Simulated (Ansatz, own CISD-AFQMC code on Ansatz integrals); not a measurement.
CH5BSi, SMILES `B[SiH]=C` (charge 0, multiplicity 1).

Cartesian coordinates (Å):
SMILES: B[SiH]=C
```xyz
8

B      1.6464    -0.1060    -0.1497
Si    -0.1613    -0.2534     0.6059
C     -1.5135     0.2979    -0.3127
H      1.7562     0.3665    -1.2366
H      2.6229    -0.4643     0.4267
H     -0.4347    -0.8207     1.9443
H     -2.5430     0.2574     0.0220
H     -1.3729     0.7226    -1.2999
```
Charge 0, spin multiplicity 1.

Frozen-core correlation energies in cc-pVDZ at a geometry from B3LYP-D3(BJ)/def2-TZVP, on an HF energy of -354.30384 Ha (<S^2> = 0.00, restricted and unstable towards unrestricted orbitals). Wave-function levels are from Ansatz, the walk from an own CISD-AFQMC code on Ansatz integrals (time step 0.005/Ha, trial state from CCSD amplitudes, largest double 0.13).

```json
[
 {"level": "MP2", "correlation energy (mHa)": "-320.8"},
 {"level": "CCSD", "correlation energy (mHa)": "-368.4"},
 {"level": "CCSD(T)", "correlation energy (mHa)": "-382.5"}
]
```

Question: What correlation energy does phaseless AFQMC give, and where does it lie among these levels?

Answer: -384.0 ± 0.4 mHa (one standard error). AFQMC minus each level: MP2 -63.2 mHa, CCSD -15.7 mHa, CCSD(T) -1.6 mHa.
